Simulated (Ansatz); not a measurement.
The cluster Tl3H4, relaxed as a doublet with UKS PBE-D4/def2-SVP in Ansatz, starting from the GFN2-xTB geometry. Force threshold 0.02 eV/Å.

In the def2 sets Tl takes a core potential; there is no spin–orbit coupling. The relaxation made no stability test and no search for a lower SCF solution. The structure comes from a short search, and lower isomers may exist.

Start:

| atom | x (Å) | y (Å) | z (Å) |
| --- | --- | --- | --- |
| Tl1 | -1.662 | 1.413 | -1.886 |
| Tl2 | 0.426 | -2.418 | 1.531 |
| Tl3 | 2.103 | 1.829 | 0.742 |
| H4 | 0.292 | 2.010 | -0.758 |
| H5 | -1.626 | -0.628 | -0.981 |
| H6 | 1.580 | -0.404 | 1.310 |
| H7 | -1.114 | -1.802 | 0.041 |

```tsv
step	energy (eV)	largest force component (eV/Å)	SCF passes
1	-14148.7359	0.771	16
2	-14149.2884	1.219	22
3	-14149.8536	1.408	24
4 (rejected)	-14149.7338	5.166	45
5	-14150.0201	0.364	39
6	-14150.1332	0.332	26
7	-14150.2060	0.436	24
8	-14150.2141	0.750	23
9	-14150.2776	0.244	22
10 (rejected)	-14150.2681	0.396	20
11	-14150.2852	0.081	19
12	-14150.2969	0.203	19
13	-14150.3151	0.483	22
14	-14150.3525	0.487	22
15	-14150.3853	0.355	23
16	-14150.4200	0.240	20
17	-14150.4765	0.287	20
18	-14150.5648	0.332	20
19	-14150.6646	0.298	20
20	-14150.7281	0.136	22
21	-14150.7413	0.224	22
22	-14150.7607	0.115	19
23 (rejected)	-14150.7491	0.237	24
24	-14150.7689	0.057	20
25	-14150.7696	0.023	21
26	-14150.7699	0.008	22
```

Force components are those of the run's own axes.

End:

```tsv
atom	x (Å)	y (Å)	z (Å)
Tl1	-1.1698	1.4409	-0.9170
Tl2	0.8154	-1.4361	0.8530
Tl3	1.5149	2.0419	0.8442
H4	0.8272	0.3277	-0.7174
H5	-2.0126	-1.1588	-1.2774
H6	1.7259	0.2393	1.8418
H7	-1.7009	-1.4550	-0.6273
```

Bonds lost: Tl1–H5, Tl2–H7, Tl3–H4 (atoms count from 1). Bonds formed: Tl1–Tl3, Tl3–H6 (atoms count from 1). The end holds 2 separate pieces.

No frequencies were taken in this run, so the end may be a saddle point.

Run time 29 s (4 threads of Arm Neoverse V2 on a shared host).
